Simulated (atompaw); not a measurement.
An all-electron radial function and its pseudo partner (Cl (Z = 17))

Columns: radius, all-electron u(r) and pseudo u(r) of the 3p shell (level -13.90 eV) of chlorine in the configuration [Ne] 3s2 3p4.5; LDA (PW92), scalar-relativistic, PAW (atompaw) scheme, atompaw 4.2.0.5.

```
r (bohr)  all-electron  pseudo
   0.060       -0.1014  0.0053
   0.119       -0.2469  0.0206
   0.179       -0.3453  0.0460
   0.238       -0.3776  0.0798
   0.298       -0.3543  0.1220
   0.358       -0.2898  0.1708
   0.417       -0.2007  0.2238
   0.477       -0.0956  0.2812
   0.537        0.0153  0.3404
   0.596        0.1239  0.3989
   0.656        0.2294  0.4571
   0.715        0.3257  0.5119
   0.775        0.4145  0.5639
   0.835        0.4932  0.6112
   0.894        0.5605  0.6526
   0.954        0.6189  0.6891
   1.013        0.6668  0.7193
   1.073        0.7064  0.7444
   1.133        0.7376  0.7638
   1.192        0.7607  0.7780
   1.252        0.7773  0.7878
   1.312        0.7878  0.7933
   1.371        0.7927  0.7952
   1.431        0.7931  0.7938
   1.490        0.7894  0.7895
   1.550        0.7821  0.7821
```

(1) How many radial nodes do the two functions have?

(2) Is the pseudo-wave norm-conserving?

Answers

(1) The all-electron 3p function has n − l − 1 = 1; the pseudo-wave has 0, since the states of the same l below it are removed with the core.

(2) No, it belongs to a PAW set: the norm inside the radius is not constrained, and the difference is carried by the augmentation charge.
